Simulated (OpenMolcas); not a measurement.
## Potential curves of BeB⁺: spin–orbit levels

Computed with OpenMolcas 26.06: state-averaged CASSCF(4,8) over B 2s 2p, Be 2s 2p, XMS-CASPT2 (IPEA 0.25, imaginary shift 0.2 hartree), scalar X2C, ANO-RCC-VTZP, then RASSI spin–orbit state interaction with atomic mean-field integrals. C2 symmetry about the axis (a holds Σ, Δ, Γ; b holds Π, Φ, H; Σ⁺ and Σ⁻ are not told apart); roots by multiplicity and irrep: 1a 5, 3a 2, 3b 6, 1b 4.

XMS-CASPT2 energies with spin–orbit state interaction in eV from the lowest point. Curves are followed by energy order within each symmetry, so they are adiabatic and may change character at avoided crossings; for Ω = 0 the + and − levels are counted together.

```tsv
R (Å)	(1)Ω=0	(3)Ω=1	(2)Ω=2
1.907	0.270	2.128	3.487
2.018	0.091	2.208	3.516
2.117	0.017	2.275	3.586
2.217	0.000	2.357	3.699
2.328	0.024	2.430	3.822
2.439	0.074	2.486	3.913
2.594	0.185	2.548	4.022
2.793	0.366	2.602	4.118
```

Left out for impure symmetry, kinks or missing points, though low: (2)Ω=0, (3)Ω=0, (1)Ω=1, (1)Ω=2, (2)Ω=1, (4)Ω=0, (5)Ω=0, (4)Ω=1, (6)Ω=0, (5)Ω=1, (7)Ω=0, (8)Ω=0. Only roots inside an energy window near the equilibrium distance were included, so the list of states is not complete; labels number the states computed. Each spin and symmetry block has orbitals of its own, averaged over its own roots, so gaps between blocks are less sure than gaps within one and near the minimum can be off by tenths of an eV, in bad cases by more. No Rydberg orbitals are active, so Rydberg states, and σ→σ* states whose orbital the CASSCF left unused, can be missing between those listed. CASPT2 splits the two components of degenerate states numerically, here by up to 25 cm⁻¹. Points that failed a check (symmetry, reference weights, a jump) are left out.
